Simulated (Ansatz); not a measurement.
Isomers of BClH$_{6}$Si$_{2}$, relaxed with PBE0-D4/def2-TZVP in Ansatz; electronic energies, one conformer each and not always the lowest. Functionals use def2-TZVPP; CBS adds triple-zeta CCSD(T) − MP2 to the MP2 limit of def2-TZVPP and def2-QZVPP.

**Question.** Order them by energy at frozen-core CCSD(T)/CBS, lowest first. (Estimate.)
A. `[SiH3][SiH2]BCl`
B. `[SiH3]B[SiH2]Cl`
C. `B[SiH]([SiH3])Cl`
D. `B[SiH2][SiH2]Cl`

**Answer.** A (0.0 kcal/mol), C (2.2 kcal/mol), D (4.0 kcal/mol), B (5.9 kcal/mol).

**Question.** How do PBE0-D4, MP2/CBS(def2), ωB97M-V, r2SCAN-D4 place them (kcal/mol, against `[SiH3][SiH2]BCl`)? (An estimate is asked.)

**Answer.** Ansatz gave: 
```tsv
isomer	PBE0-D4	MP2/CBS(def2)	ωB97M-V	r2SCAN-D4
`B[SiH]([SiH3])Cl`	3.1	1.7	2.1	3.0
`B[SiH2][SiH2]Cl`	3.1	2.4	2.7	4.0
`[SiH3]B[SiH2]Cl`	7.5	5.9	5.6	7.1
```
